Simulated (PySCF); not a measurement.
[CeH2]+, doublet: structure and spectrum

These are results of PySCF, UPBE0, basis Ce def2-TZVP with ECP28, H def2-TZVP (scalar-relativistic core potentials, no spin–orbit coupling, density fitting), not measurements.

The structure is a minimum.

Z-matrix (Å, degrees; charge 1 multiplicity 2):
```
Ce
H  1 1.9549
H  1 1.9549 2 113.67
```

```json
{
  "Point group": "C2v",
  "Bond lengths": "Ce–H 1.955 Å (×2)",
  "Bond angles": "H–Ce–H 113.7°",
  "Lowest empty level (α)": "-7.49 eV",
  "Heat capacity Cp at 298.15 K": "38.7 J/(mol K)",
  "Spin squared ⟨S²⟩": "0.753",
  "Rotational constants": "7.418, 3.123, 2.198 cm⁻¹",
  "Rotational symmetry number": "2",
  "Enthalpy at 298.15 K above 0 K": "10.47 kJ/mol",
  "Zero-point energy": "22.1 kJ/mol",
  "Entropy at 298.15 K and 1 bar (electronic part: spin only)": "240.6 J/(mol K)",
  "Highest occupied level (β)": "-12.44 eV",
  "Dipole moment about the centre of mass": "3.81 D",
  "Principal quadrupole moments (Buckingham, traceless) about the centre of mass": "-9.36, 0.76, 8.60 D Å",
  "Principal polarisabilities": "19.0, 34.4, 55.2 bohr³"
}
```

Harmonic modes (masses in u: Ce 139.905, H 1.008):
| symmetry | ω (cm⁻¹) | IR (km/mol) | μ (u) | type |
| --- | --- | --- | --- | --- |
| a1 | 529 | 106 | 1.02 | bend |
| b2 | 1564 | 674 | 1.02 | stretch |
| a1 | 1607 | 187 | 1.01 | stretch |

In C2v the vibrations span 2a1 + b2. Here b1 is antisymmetric to the molecular plane and b2 lies in it.

Charges (e):
```csv
atom,Mulliken,Löwdin,polar tensor,spin (Mulliken),Mayer order to Ce1
Ce1,1.22,1.24,1.87,1.04,–
"H2,3",-0.11,-0.12,-0.43,-0.02,0.98
```

Mulliken populations on Ce1 (electrons outside its core potential): s 4.32, p 12.09, d 11.18, f 1.19.

Outer orbital energies (eV). α occupied: -29.99, -13.01, -12.72, -12.44; empty: -7.49, -7.35, -7.34, -7.27. β occupied: -29.54, -29.37, -12.66, -12.44; empty: -7.10, -7.02, -6.92, -6.89.

Formally Ce is in oxidation state +3, with 1 electron left for the f, d and s shells; the Mulliken f population is 1.19 and the spin on Ce 1.04.

This need not be the most stable arrangement of these atoms. Other spin states or occupations of the open shell can lie lower. The pruned grid is coarse for the open f shell: energies are uncertain by about 2 kJ/mol and soft modes are noisy. Spin–orbit coupling, left out here, can matter for elements this heavy.

The final relaxation and frequency run took roughly 90 core-seconds on a shared host.
